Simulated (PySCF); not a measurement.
Isomers of C3H4FN3, one GFN2-xTB conformer each. Single-point energies are computed at PBE0/pcSseg-1 (PySCF, gas phase, no added dispersion term), electronic only.

```
      SMILES  GFN2-xTB relative energy (kcal/mol)
Cc1[nH]nnc1F                                 10.7
 Cn1ncc(F)n1                                  4.3
FCc1nc[nH]n1                                  0.0
```

Conformers: `[F:1][CH2:2][c:3]1[n:4][cH:5][nH:6][n:7]1` with F1–C2–C3–N4 93°.

What does PBE0/pcSseg-1 give for the same structures?

```tsv
SMILES	PBE0/pcSseg-1 E (Eh)	PBE0/pcSseg-1 (kcal/mol)	GFN2-xTB (kcal/mol)	point group
FCc1nc[nH]n1	-380.35080	0.0	0.0	C1
Cn1ncc(F)n1	-380.32824	14.2	4.3	near Cs
Cc1[nH]nnc1F	-380.32618	15.4	10.7	Cs
```

Both levels put the same isomer lowest; measured from each level's own lowest isomer, the values differ by up to 9.9 kcal/mol (Cn1ncc(F)n1: 4.3 against 14.2). Neighbours under 2.5 kcal/mol apart (Cn1ncc(F)n1 and Cc1[nH]nnc1F) can change places with a better method, another conformer or zero-point energy.

Which frontier levels, dipoles and rotational constants go with these structures?

```json
{"SMILES": "FCc1nc[nH]n1", "HOMO (eV, PBE0/pcSseg-1)": "-8.13", "LUMO (eV)": "-0.23", "dipole (D)": "4.06", "A, B, C (MHz)": "7583, 1918, 1683"}
{"SMILES": "Cn1ncc(F)n1", "HOMO (eV, PBE0/pcSseg-1)": "-7.63", "LUMO (eV)": "-0.28", "dipole (D)": "1.97", "A, B, C (MHz)": "7458, 2172, 1700"}
{"SMILES": "Cc1[nH]nnc1F", "HOMO (eV, PBE0/pcSseg-1)": "-7.35", "LUMO (eV)": "-0.29", "dipole (D)": "5.36", "A, B, C (MHz)": "3677, 3512, 1817"}
```
